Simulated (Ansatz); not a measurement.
`[O]=[Mo](=[O])([F])[Cl]` + H–F → `[O]=[Mo](=[O])([F])[F]` + HCl at 700 K and 1 bar (ligand exchange at a Mo–Cl bond).

Program: Ansatz. Geometries: PBE0-D4/def2-TZVP. ΔE: electronic, gas phase. CCSD(T)/CBS adds triple-zeta CCSD(T) − MP2 to the extrapolated MP2 energy (def2 sets, frozen cores). This one scheme is used for every species. def2 core potentials past Kr. For Mo outer-core shells are correlated without core-valence functions, which leaves a few kJ/mol of doubt a bond.

```csv
species,CCSD(T)/CBS energy (Eh),H − E (kJ/mol),S (J/(mol·K))
`[O]=[Mo](=[O])([F])[Cl]`,-778.22574,82.2,410.4
H–F,-100.39570,45.2,198.5
`[O]=[Mo](=[O])([F])[F]`,-418.23459,83.0,391.3
HCl,-460.38127,38.4,211.8
```

H − E and S are ideal-gas, rigid-rotor, harmonic terms from PBE0-D4/def2-TZVP. 1 Eh = 2625.50 kJ/mol, R = 8.31446 J/(mol·K).

**Question.** By hand: ΔE, ΔH, ΔS and ΔG.

**Answer.** ΔE = (-418.23459) + (-460.38127) − (-778.22574) − (-100.39570) = 0.00558 Eh = 14.7 kJ/mol. Δ(H − E) = 83.0 + 38.4 − 82.2 − 45.2 = -6.0, so ΔH = 8.7 kJ/mol. ΔS = 391.3 + 211.8 − 410.4 − 198.5 = -5.8 J/(mol·K). ΔG = 8.7 − 700 × (-5.8)/1000 = 12.8 kJ/mol.

**Question.** By hand: the equilibrium constant, and the temperature at which ΔG would vanish if ΔH and ΔS stayed fixed.

**Answer.** log₁₀ K = −ΔG/(RT ln 10) = -1.0. ΔH and −TΔS have one sign here, so there is no such temperature.

TΔS isn't small against ΔH here. A doubt of 5 kJ/mol in ΔE shifts log₁₀ K by 0.4 here. These are equilibria of isolated gas molecules and say nothing of rates. Largest T1 diagnostic: 0.025 (customary marks: 0.02 for closed shells, 0.045 for open ones).

ΔS is within the doubt of such terms, so its sign, and with it that verdict, could turn.
